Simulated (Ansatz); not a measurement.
Basis-set extrapolation for C2H5BO3 (`C=COB(O)O`) (PBE0-D4/def2-TZVP geometry, frozen core, Ansatz). Multiplicity 1, RHF reference.

```
                      def2-TZVPP   def2-QZVPP
                 HF  -328.209330  -328.224820
    MP2 correlation    -1.121404    -1.206982
CCSD(T) correlation    -1.190993      not run
```

Energies in hartree. Use E(X) = E(∞) + A·exp(−7.88·√X) for Hartree–Fock and E(X) = E(∞) + B·X^(−2.97) for correlation, with X = 3 and 4, and add CCSD(T) minus MP2 of the smaller set to the MP2 limit.

What is the CCSD(T) energy at the basis-set limit?

HF limit: -328.224820 + (-0.015490) × 0.13774 = -328.22695. MP2 limit: -1.206982 + (-0.085578) × 0.74074 = -1.27037. Higher-order term: -1.190993 − (-1.121404) = -0.06959. Total: -329.56691 hartree, 104.5 kcal/mol below CCSD(T)/def2-TZVPP.
